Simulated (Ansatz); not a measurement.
`C[Se][GeH2][F]` + `CCF` → `[F][GeH2][F]` + `CC[Se]C` at 500 K and 1 bar (formal exchange of groups at a Ge–Se bond).

Computed with Ansatz on PBE0-D4/def2-TZVP structures; ΔE is electronic, products minus reactants. CBS: MP2 limit from def2 TZ/QZ plus the TZ coupled-cluster correction, frozen cores. For Ge, Se outer-core shells are correlated without core-valence functions, which leaves a few kJ/mol of doubt a bond. Scalar relativity is left out up to krypton. One conformer a species, not always the lowest.

```json
{"species": "`C[Se][GeH2][F]`", "CCSD(T)/CBS energy (Eh)": "-4617.72550", "H − E (kJ/mol)": "192.0", "S (J/(mol·K))": "421.3"}
{"species": "`CCF`", "CCSD(T)/CBS energy (Eh)": "-178.90141", "H − E (kJ/mol)": "205.5", "S (J/(mol·K))": "299.6"}
{"species": "`[F][GeH2][F]`", "CCSD(T)/CBS energy (Eh)": "-2276.96403", "H − E (kJ/mol)": "81.0", "S (J/(mol·K))": "313.2"}
{"species": "`CC[Se]C`", "CCSD(T)/CBS energy (Eh)": "-2519.67925", "H − E (kJ/mol)": "314.2", "S (J/(mol·K))": "398.6"}
```

H − E and S are ideal-gas, rigid-rotor, harmonic terms from PBE0-D4/def2-TZVP, for one conformer and one mirror image of each species. 1 Eh = 2625.50 kJ/mol, R = 8.31446 J/(mol·K).

Problem. By hand: ΔE, ΔH, ΔS and ΔG.

Solution. ΔE = (-2276.96403) + (-2519.67925) − (-4617.72550) − (-178.90141) = -0.01637 Eh = -43.0 kJ/mol. Δ(H − E) = 81.0 + 314.2 − 192.0 − 205.5 = -2.3, so ΔH = -45.3 kJ/mol. ΔS = 313.2 + 398.6 − 421.3 − 299.6 = -9.1 J/(mol·K). ΔG = -45.3 − 500 × (-9.1)/1000 = -40.8 kJ/mol.

Problem. By hand: the equilibrium constant, and the temperature at which ΔG would vanish if ΔH and ΔS stayed fixed.

Solution. log₁₀ K = −ΔG/(RT ln 10) = 4.3. ΔG = 0 at ΔH/ΔS = 4978 K, far beyond where these terms or the molecules hold.

The number of gas molecules stays the same, so ΔS is small and ΔH decides. A doubt of 5 kJ/mol in ΔE shifts log₁₀ K by 0.5 here. Other conformers and mirror images would add mixing entropy, several J/(mol·K) or more a flexible species. Modes under 60 cm⁻¹, often nearly free rotors, make the harmonic entropy too high. These are equilibria of isolated gas molecules and say nothing of rates. Largest T1 diagnostic: 0.012 (customary marks: 0.02 for closed shells, 0.045 for open ones).
